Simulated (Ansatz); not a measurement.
`[BH2][GeH]([F])[GaH2]` → `[BH2][GaH2]` + `[F][GeH]` at 298.15 K and 1 bar (germylene formation by 1,1-elimination).

Isolated molecules relaxed with PBE0-D4/def2-TZVP in Ansatz; ΔE leaves out vibrations. CCSD(T)/CBS is the MP2 limit (def2-TZVPP, def2-QZVPP) plus CCSD(T) − MP2 in def2-TZVPP, frozen cores. For Ga, Ge outer-core shells are correlated without core-valence functions, which leaves a few kJ/mol of doubt a bond. Scalar relativity is left out up to krypton.

```csv
species,CCSD(T)/CBS energy (Eh),H − E (kJ/mol),S (J/(mol·K))
`[BH2][GeH]([F])[GaH2]`,-4127.63451,137.9,377.9
`[BH2][GaH2]`,-1951.07352,98.4,269.2
`[F][GeH]`,-2176.50038,30.3,252.4
```

H − E and S are ideal-gas, rigid-rotor, harmonic terms from PBE0-D4/def2-TZVP, for one conformer and one mirror image of each species. 1 Eh = 2625.50 kJ/mol, R = 8.31446 J/(mol·K).

Question: By hand: ΔE, ΔH, ΔS and ΔG.

Answer: ΔE = (-1951.07352) + (-2176.50038) − (-4127.63451) = 0.06061 Eh = 159.1 kJ/mol. Δ(H − E) = 98.4 + 30.3 − 137.9 = -9.2, so ΔH = 149.9 kJ/mol. ΔS = 269.2 + 252.4 − 377.9 = 143.7 J/(mol·K). ΔG = 149.9 − 298.15 × (143.7)/1000 = 107.1 kJ/mol.

Question: By hand: the equilibrium constant, and the temperature at which ΔG would vanish if ΔH and ΔS stayed fixed.

Answer: log₁₀ K = −ΔG/(RT ln 10) = -18.8. ΔG = 0 at ΔH/ΔS = 1043 K.

The number of gas molecules changes by +1, which sets the sign of ΔS. A doubt of 5 kJ/mol in ΔE shifts log₁₀ K by 0.9 here. Other conformers and mirror images would add mixing entropy, several J/(mol·K) or more a flexible species. These are equilibria of isolated gas molecules and say nothing of rates. Largest T1 diagnostic: 0.014 (customary marks: 0.02 for closed shells, 0.045 for open ones).
